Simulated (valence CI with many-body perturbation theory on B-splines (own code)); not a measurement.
**E1 line list for Mo27+**

Method: configuration interaction combined with many-body perturbation theory (CI+MBPT): five valence electrons over a frozen Dirac-Fock core [Ne], a basis of 11 s, 11 p, 10 d, 8 f, 5 g, 2 h functions for each j, with the one-electron correlation potential Σ1, the two-electron term Σ2, the three-electron term Σ3, Breit, model QED; selected CI, second order for the rest, scaled by the run's own slope (own B-spline code, finite nucleus).

No measured spectrum was set against this ion. As an estimate, large intervals hold to a few tenths of a per cent, small ones and those within an open d or f shell to about a per cent. Among the levels kept, up to 3700 cm⁻¹ of a level comes from second order outside the variational space, and about a tenth of that is noise between levels of different J, which matters for small intervals.

Lines 151 to 200 of 583 in falling wavelength, among levels below 2545200 cm⁻¹, chosen from the strongest by gf and those to the six lowest levels. Wavelengths and rates use the calculated energies. Electric multipoles are in the length gauge with retardation, E1 and E2 with the static RPA response of the core. Weak lines are less certain than strong ones. Lines between different terms over intervals too small for the method are left out, as are lines whose strength nearly cancels. Where a level lies close to another of its J and parity, the split of strength between their lines is uncertain. The highest levels of a list are the least certain.

Names give the largest LS component (configuration and term), which can be under half, so a name can repeat, a term be missing and a line seem to break the LS rules; names also repeat where a configuration has a term twice. Letters in brackets count levels of one name in rising energy.

```
λ vac (nm)                   Upper                  Lower   A (s⁻¹)  S (a.u.)
     10.66  3s2.3p.3d2 4G°_9/2 [b]      3s2.3p2.3d 2G_7/2  1.67e+10  9.97e-02
     10.66   3s.3p3.3d 2D°_3/2 [f]  3s2.3p2.3d 2D_5/2 [d]  2.91e+10  6.96e-02
     10.65   3s.3p3.3d 4P°_5/2 [a]          3s.3p4 2D_3/2  1.04e+10  3.70e-02
     10.61       3s2.3p2.3d 4D_3/2        3s2.3p3 2D°_3/2  8.52e+09  2.01e-02
     10.60  3s2.3p.3d2 2P°_3/2 [b]  3s2.3p2.3d 2S_1/2 [b]  2.40e+10  5.65e-02
     10.60   3s2.3p2.3d 2P_1/2 [a]        3s2.3p3 2P°_1/2  1.11e+10  1.31e-02
     10.60           3s.3p4 2D_3/2        3s2.3p3 4S°_3/2  1.03e+10  2.43e-02
     10.59   3s.3p3.3d 2D°_5/2 [e]  3s2.3p2.3d 2P_3/2 [b]  6.48e+10  2.28e-01
     10.59   3s.3p3.3d 4D°_7/2 [c]      3s2.3p2.3d 2F_5/2  7.88e+09  3.69e-02
     10.57   3s.3p3.3d 4D°_7/2 [d]      3s2.3p2.3d 4F_9/2  9.32e+10  4.35e-01
     10.55   3s.3p2.3d2 6G_7/2 [b]      3s.3p3.3d 6D°_7/2  5.47e+09  2.54e-02
     10.54  3s2.3p.3d2 2F°_7/2 [a]      3s2.3p2.3d 4P_5/2  1.61e+10  7.44e-02
     10.53   3s2.3p2.3d 2D_3/2 [b]        3s2.3p3 2P°_3/2  4.41e+08  1.02e-03
     10.53       3s2.3p2.3d 4F_5/2        3s2.3p3 4S°_3/2  1.29e+10  4.45e-02
     10.52   3s.3p3.3d 2D°_5/2 [c]      3s2.3p2.3d 4P_3/2  7.83e+09  2.70e-02
     10.51   3s2.3p2.3d 2D_5/2 [b]        3s2.3p3 2P°_3/2  7.18e+09  2.47e-02
     10.49   3s.3p3.3d 2D°_3/2 [f]  3s2.3p2.3d 2D_3/2 [c]  1.90e+10  4.32e-02
     10.49   3s.3p3.3d 2F°_7/2 [c]      3s2.3p2.3d 2G_9/2  3.91e+10  1.78e-01
     10.49  3s2.3p.3d2 2G°_9/2 [a]  3s2.3p2.3d 2F_7/2 [b]  1.78e+10  1.01e-01
     10.48   3s.3p2.3d2 6G_7/2 [b]      3s.3p3.3d 6D°_5/2  7.30e+09  3.31e-02
     10.44  3s2.3p.3d2 2D°_5/2 [a]  3s2.3p2.3d 2D_5/2 [b]  2.10e+10  7.07e-02
     10.44  3s2.3p.3d2 2F°_7/2 [b]  3s2.3p2.3d 2F_7/2 [a]  1.90e+10  8.54e-02
     10.43  3s2.3p.3d2 4G°_9/2 [a]      3s2.3p2.3d 4F_9/2  6.17e+09  3.46e-02
     10.41   3s.3p3.3d 4P°_5/2 [b]          3s.3p4 2D_5/2  8.50e+09  2.84e-02
     10.41  3s2.3p.3d2 2F°_7/2 [b]  3s2.3p2.3d 2D_5/2 [a]  8.28e+10  3.69e-01
     10.40       3s2.3p2.3d 4P_3/2        3s2.3p3 2P°_1/2  8.49e+08  1.89e-03
     10.39  3s2.3p.3d2 2P°_3/2 [a]  3s2.3p2.3d 2D_5/2 [b]  2.63e+10  5.82e-02
     10.37   3s.3p3.3d 2F°_5/2 [c]      3s2.3p2.3d 2G_7/2  3.79e+10  1.25e-01
     10.35   3s2.3p2.3d 2S_1/2 [a]        3s2.3p3 2P°_1/2  3.66e+09  4.01e-03
     10.34   3s.3p3.3d 2F°_5/2 [c]          3s.3p4 2P_3/2  3.78e+10  1.24e-01
     10.34   3s.3p3.3d 2P°_3/2 [b]  3s2.3p2.3d 2D_3/2 [a]  1.23e+10  2.69e-02
     10.33      3s2.3p.3d2 4F°_5/2      3s2.3p2.3d 4P_3/2  1.54e+10  5.02e-02
     10.32  3s2.3p.3d2 2F°_5/2 [b]  3s2.3p2.3d 2P_3/2 [b]  1.97e+10  6.41e-02
     10.32   3s.3p3.3d 2D°_5/2 [e]  3s2.3p2.3d 2D_5/2 [c]  4.50e+10  1.46e-01
     10.31      3s2.3p.3d2 4G°_5/2      3s2.3p2.3d 2F_5/2  1.19e+10  3.88e-02
     10.30       3s2.3p2.3d 4D_5/2        3s2.3p3 2D°_3/2  1.21e+10  3.91e-02
     10.29   3s.3p3.3d 4F°_7/2 [c]          3s.3p4 2D_5/2  6.25e+09  2.69e-02
     10.27           3s.3p4 2D_5/2        3s2.3p3 4S°_3/2  2.15e+09  6.92e-03
     10.27  3s2.3p.3d2 2D°_5/2 [b]  3s2.3p2.3d 2D_3/2 [c]  2.82e+10  9.04e-02
     10.25       3s.3p2.3d2 6G_9/2      3s.3p3.3d 6D°_7/2  2.12e+10  1.13e-01
     10.25   3s.3p3.3d 4D°_3/2 [d]      3s2.3p2.3d 4D_5/2  1.88e+10  4.00e-02
     10.24   3s.3p3.3d 2D°_5/2 [c]      3s2.3p2.3d 4P_5/2  1.38e+10  4.39e-02
     10.24  3s2.3p.3d2 4G°_7/2 [a]      3s2.3p2.3d 2F_5/2  3.18e+10  1.35e-01
     10.23      3s2.3p.3d2 2H°_9/2      3s2.3p2.3d 2G_7/2  5.30e+10  2.80e-01
     10.21      3s2.3p.3d2 4P°_1/2      3s2.3p2.3d 4P_3/2  5.33e+10  5.61e-02
     10.21   3s.3p3.3d 2D°_5/2 [b]  3s2.3p2.3d 2P_3/2 [a]  3.01e+10  9.49e-02
     10.20   3s.3p3.3d 4D°_5/2 [c]      3s2.3p2.3d 4D_7/2  1.76e+10  5.52e-02
     10.18   3s.3p3.3d 2D°_5/2 [d]  3s2.3p2.3d 2F_7/2 [a]  4.13e+10  1.29e-01
     10.17  3s2.3p.3d2 4D°_5/2 [a]      3s2.3p2.3d 4P_3/2  8.37e+09  2.61e-02
     10.17  3s2.3p.3d2 2P°_3/2 [b]  3s2.3p2.3d 2P_3/2 [b]  6.09e+10  1.27e-01
```
